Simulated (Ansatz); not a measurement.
Species: C3H8O2Si, charge 0, multiplicity 1. SMILES: C[SiH](OC=O)C
Coordinates optimised at B3LYP-D3(BJ)/def2-TZVP (Ansatz, an electronic-structure program):
```
Si
O 1 1.7117
C 2 1.3320 1 122.84
O 3 1.2022 2 125.40 1 0.00
H 3 1.0987 4 123.66 2 180.00
H 1 1.4790 2 101.29 3 -180.00
C 1 1.8607 6 110.82 2 116.63
H 7 1.0904 1 110.77 6 -178.32
H 7 1.0916 8 108.50 1 -122.23
H 7 1.0929 8 108.44 9 -116.83
C 1 1.8607 6 110.82 2 -116.63
H 11 1.0904 1 110.77 6 178.32
H 11 1.0916 12 108.50 1 122.23
H 11 1.0929 12 108.44 13 116.83
```
Charge 0, spin multiplicity 1.

Quantity: atomisation energy (electronic, to ground-state atoms), in kcal/mol. Cores are frozen in the correlated levels unless marked. UHF or UKS for open shells. No spin-orbit coupling. Non-relativistic. The coupled-cluster limit lacks core correlation, which all-electron functionals hold. Basis-set limits of correlation are two-point, X^-3; Hartree-Fock from the larger set.

| level | program | atomisation energy (kcal/mol) |
|---|---|---|
| HF/STO-3G | Ansatz | 1139.4 |
| HF/6-31G | Ansatz | 875.3 |
| HF/aug-cc-pV(T+d)Z | Ansatz | 984.1 |
| HF/aug-cc-pV(Q+d)Z | Ansatz | 986.3 |

### Question
What does CCSD(T)/CBS(cc-pV(T+d)Z,cc-pV(Q+d)Z) (Ansatz) give?

### Answer
1343.4 kcal/mol
